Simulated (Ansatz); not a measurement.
C2HO2, charge -1, singlet, geometry from GFN2-xTB (a gas-phase anion, which may not be bound at this level); R2SCAN/6-31G* (Ansatz, a first-principles code).

Here is a job for Ansatz.
Ansatz 0.2 input:
```yaml
crystal:
  periodic: [false, false, false]
  atoms:
    - {symbol: C, position_ang: [0.31713830, 0.54782505, -0.19540831]}
    - {symbol: C, position_ang: [-0.03599745, -0.70869134, 0.06198081]}
    - {symbol: O, position_ang: [0.81236598, 1.62949696, 0.08359265]}
    - {symbol: O, position_ang: [-1.13968581, -1.34581562, 0.02327185]}
    - {symbol: H, position_ang: [0.93171368, -1.30425298, -0.05435090]}
basis:
  gaussian:
    orbitals: 6-31G*
    symmetry_tolerance_ang: 0.01
hamiltonian:
  xc: r2scan
total_charge: -1
```

### Question
Write the output that Ansatz gives for this input, abridged.

### Answer

```
Functional definition: r2SCAN
636 factors; their error is unknown
mean field evaluation 1: about -6177.2420 eV, gradient 2.9e1 eV
mean field evaluation 2: about -6104.5312 eV, gradient 1.5e2 eV
mean field evaluation 4: about -6178.7574 eV, gradient 1.3e1 eV
mean field evaluation 8: about -6179.0769 eV, gradient 7.0e-2 eV
mean field evaluation 16: about -6179.0356 eV, gradient 3.5e-5 eV
mean field -6179.03560725 eV, -227.0753702656 hartree, gradient 3.5e-5 eV, S^2 0.000000; 0 other end points of the search recorded, 0 dependent functions left out
reference -6179.03561105 eV, -227.0753704051 hartree; 15, 15 occupied and 47, 47 virtual orbitals, 636 factors
Total energy: -6179.03561105 eV, -227.0753704051 hartree
```
